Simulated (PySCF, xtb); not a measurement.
OsF₆, SMILES [F][Os]([F])([F])([F])([F])[F] (connectivity only; charge and spin as stated), neutral, multiplicity 3.

Harmonic wavenumbers (cm⁻¹) from GFN2-xTB in xtb at its own minimum, in rising order: 167, 167, 167, 183, 183, 183, 243, 243, 243, 368, 368, 460, 521, 521, 521.

Task: What does r2SCAN-D4/def2-SVP in PySCF give at its own minimum? (The exact figures need the calculation; the answer reports its results.)

Result: 162, 162, 217, 226, 226, 262, 279, 279, 279, 584, 585, 723, 723, 723, 730. Paired by order, the mean absolute difference is 109 cm⁻¹ and the zero-point energies are 6.5 and 8.8 kcal/mol.
